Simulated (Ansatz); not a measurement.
```yaml
crystal:
  periodic: [false, false, false]
  atoms:
    - {symbol: C, position_ang: [-2.146663, 0.660859, 2.805874]}
    - {symbol: C, position_ang: [-1.468826, 0.862240, -0.429183]}
    - {symbol: F, position_ang: [0.045612, 3.483638, -0.930071]}
    - {symbol: O, position_ang: [0.178916, -1.445304, -1.393821]}
    - {symbol: Al, position_ang: [3.663177, -1.943075, -2.659607]}
    - {symbol: H, position_ang: [-3.355528, -1.363487, 3.251689]}
    - {symbol: H, position_ang: [-0.097254, 0.639711, 4.059021]}
    - {symbol: H, position_ang: [-3.471816, 2.537327, 3.498907]}
    - {symbol: H, position_ang: [-3.480464, 1.020859, -1.754999]}
    - {symbol: H, position_ang: [5.982768, 0.633243, -2.765193]}
    - {symbol: H, position_ang: [4.293957, -5.211412, -3.637300]}
basis:
  gaussian: {orbitals: pcseg-2}
magnetization: {spin_polarized: true, initial_magnetization: 0}
hamiltonian: {xc: {name: BLYP}, dispersion: d3bjatm, pseudopotentials: {relativity: scalar}}
```

```sh
$ ansatz run in.yaml --threads 4 --pin off --events-out ev --progress --plain --max-ram 10444MiB
```

It prints (some lines left out):

```
Functional definition: BLYP
1201 factors; their error is unknown
mean field evaluation 1: about -13456.0758 eV, gradient 8.4e1 eV
mean field evaluation 2: about -12373.0422 eV, gradient 2.0e2 eV
mean field evaluation 4: about -13117.6724 eV, gradient 1.7e2 eV
mean field evaluation 8: about -13508.6120 eV, gradient 7.4e0 eV
mean field evaluation 16: about -13511.1079 eV, gradient 1.0e0 eV
mean field evaluation 32: about -13514.5989 eV, gradient 2.1e-1 eV
mean field evaluation 96: about -13514.4588 eV, gradient 8.1e-2 eV
mean field -13514.60349974 eV, -496.6525180883 hartree, gradient 2.9e-6 eV, S^2 4.399751; 12 other end points of the search recorded, 0 dependent functions left out
reference -13514.60430560 eV, -496.6525477030 hartree; 24, 24 occupied and 214, 214 virtual orbitals, 1201 factors
Total energy: -13514.85856955 eV, -496.6618917309 hartree
Relativity: scalar
```

(1) Something in this input is off. What?

Results:

(1) The geometry is stretched to more than twice its size. The calculation finished and met its thresholds. The result belongs to that input, not to the molecule as meant.
